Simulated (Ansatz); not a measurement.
```yaml
crystal:
  periodic: [false, false, false]
  atoms:
    - {symbol: C, position_ang: [-0.195039, 1.280056, -0.406019]}
    - {symbol: Sn, position_ang: [-0.199113, -0.265816, 0.854260]}
    - {symbol: F, position_ang: [1.533265, -0.480554, 1.230675]}
    - {symbol: Se, position_ang: [-0.723492, -2.244834, -0.307982]}
    - {symbol: H, position_ang: [-1.071856, 1.314038, -0.890096]}
    - {symbol: H, position_ang: [-0.041077, 2.127402, 0.104937]}
    - {symbol: H, position_ang: [0.559699, 1.110633, -1.044975]}
    - {symbol: H, position_ang: [0.222344, -2.893456, 0.407864]}
basis:
  gaussian: {orbitals: ANO-RCC-VTZP}
total_charge: 1
magnetization: {spin_polarized: true, initial_magnetization: 1}
hamiltonian: {xc: {name: revPBE0}, dispersion: d4}
```

```sh
$ ansatz run in.yaml --threads 2 --pin off --events-out ev --progress --plain --max-ram 32768MiB --backend cpu
```

Shortened log:

```
Error: a molecule whose nuclei and cores have a total charge of 103 cannot have a net charge of 1 together with 1 unpaired electrons
```

(1) Something in this input is off. What?

Answers

(1) The number of unpaired electrons doesn't fit the electron count. The input was rejected before any iteration.
